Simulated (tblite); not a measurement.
Compound: C₇H₉BSi.
SMILES with atom numbers: `[CH:1]#[C:2]/[CH:3]=[CH:4]\[C:5]#[C:6][B:7]([CH3:8])[SiH3:9]` (hydrogens: H10 on C1; H11 on C3; H12 on C4; H13, H14, H15 on C8; H16, H17, H18 on Si9)

Cartesian coordinates in Å at the GFN2-xTB level; atoms count from 1:
```xyz
18
C7H9BSi angstrom
C      3.2147   -2.1192   -0.5458
C      3.1436   -0.9690   -0.8878
C      3.0757    0.3761   -1.2871
C      1.9914    1.1478   -1.0953
C      0.8123    0.7087   -0.4867
C     -0.2232    0.3488    0.0469
B     -1.4966   -0.1194    0.6551
C     -1.7429    0.0584    2.2063
Si    -2.8413   -0.9932   -0.4945
H      3.2772   -3.1230   -0.2484
H      3.9583    0.7790   -1.7664
H      1.9932    2.1815   -1.4190
H     -1.7646   -0.9244    2.6806
H     -2.7169    0.5035    2.4100
H     -0.9880    0.6506    2.7204
H     -3.2295   -0.1861   -1.6623
H     -2.3680   -2.2773   -1.0364
H     -4.1040   -1.3013    0.1988
```

Computed with GFN2-xTB (tblite): harmonic, unscaled wavenumbers at the GFN2-xTB geometry, gas phase. Errors from tens to a few hundred cm⁻¹ against measured bands are possible. Modes of hydrogen on silicon can be 10 to 20 % off. The optimisation stopped once no atom felt more than 0.01 eV/Å.

Lowest wavenumbers of the output (negative numbers stand for imaginary wavenumbers):
```
mode    cm-1
  1     -26.5
  2       7.6
  3      22.5
  4      44.2
  5      62.7
  6     122.7
  7     161.9
  8     190.1
  9     221.7
 10     284.6
```

Q: Is this structure a minimum?

A: Not by this Hessian. 1 mode is imaginary beyond 20i (26i cm⁻¹), so at this level the point lies at or near a first-order saddle. The curvature is small, so loose convergence or finite differences may be the whole cause.

Q: Which atoms move in the imaginary mode?

A: 26i: H13 (methyl hydrogen) 35 %, H14 (methyl hydrogen) 30 %, H15 (methyl hydrogen) 21 %. These are shares of the mass-weighted motion.

Q: What is the remedy?

A: Step along that mode in both directions, optimise again with tighter thresholds and repeat the frequencies. The zero-point energy of this point (77.2 kcal/mol) counts the 47 real modes alone, and thermal corrections from it aren't those of a minimum.
